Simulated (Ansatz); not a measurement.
Cartesian coordinates (Å):
SMILES: FC1C=C1
```xyz
7

F      1.5274    -0.0753    -1.0228
C      0.6943    -0.0283     0.1138
C     -0.6428    -0.6290     0.0204
C     -0.5872     0.6815     0.0070
H      1.3333    -0.0462     1.0019
H     -1.2299    -1.5393    -0.0438
H     -1.0952     1.6367    -0.0765
```
Charge 0, spin multiplicity 1.

These are frozen-core CCSD(T)/cc-pVQZ // PBE-D3(BJ)/def2-TZVP (Ansatz, a first-principles code) values and carry that method's errors.

```
Property                        Value
----------------------  -------------
HF energy               -214.77961 Ha
MP2 correlation energy    -0.78016 Ha
```

Question: Estimate the CCSD correlation energy, the (T) correction, the total energy and the T1 diagnostic.

Answer: 
The CCSD correlation energy comes out as -0.78896 Ha and the (T) correction is -0.03528 Ha. The CCSD(T) total energy comes out as -215.60385 Ha. The T1 diagnostic is 0.011.
